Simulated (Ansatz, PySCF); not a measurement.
System: sum formula H$_{4}$B$_{2}$O (charge 0, singlet). 
Geometry from a B3LYP-D3(BJ)/def2-TZVP (Ansatz, a program for electronic structure) optimisation:
```xyz
7

O      0.0000     0.0000     0.0000
B     -1.1648    -0.6508     0.0037
H     -1.6766    -0.9097    -1.0426
H     -1.6484    -0.9481     1.0533
B      1.1648     0.6508    -0.0037
H      1.1514     1.8438     0.0183
H      2.1736     0.0140    -0.0289
```
Charge 0, spin multiplicity 1.

PBE beside other levels, property by property. Cores are frozen in the correlated levels unless marked. Open shells are spin-unrestricted. No spin-orbit coupling. No relativistic terms. CBS marks a two-point X^-3 extrapolation of the correlation energy; Hartree-Fock from the larger set. The bracket is a focal-point correction in the basis named. Rows marked 298 K are enthalpies with B3LYP-D3(BJ) harmonic zero-point and thermal terms from PySCF. Atomisation energies are electronic, to ground-state atoms; the column to compare with has the core term from cc-pwCVTZ added, other frozen-core levels have none. The coupled-cluster column (Ansatz) is a level with limits of its own: RI-MP2/CBS(aug-cc-pVTZ,aug-cc-pVQZ)+[CCSD(T)-MP2]/aug-cc-pVTZ.

```tsv
property	B2PLYP-D3(BJ)/def2-TZVPD (Ansatz + dftd3)	B2PLYP/def2-TZVPD (Ansatz)	RI-MP2/CBS(cc-pVTZ,cc-pVQZ) (Ansatz)	coupled cluster
atomisation energy (kcal/mol)	630.6	629.2	641.5	632.1
B-H bond dissociation enthalpy, 298 K, to [BH]OB + H atom (kcal/mol)	101.2	101.1	102.1	103.9
```

Problem. What does PBE/def2-TZVPD (Ansatz) give for each property, and on which side of coupled cluster does it fall?

Solution. 
- atomisation energy: PBE lies 5.8 kcal/mol above coupled cluster; PBE gives 637.9 kcal/mol.
- B-H bond dissociation enthalpy, 298 K, to [BH]OB + H atom: PBE lies 7.3 kcal/mol below coupled cluster; PBE gives 96.6 kcal/mol.
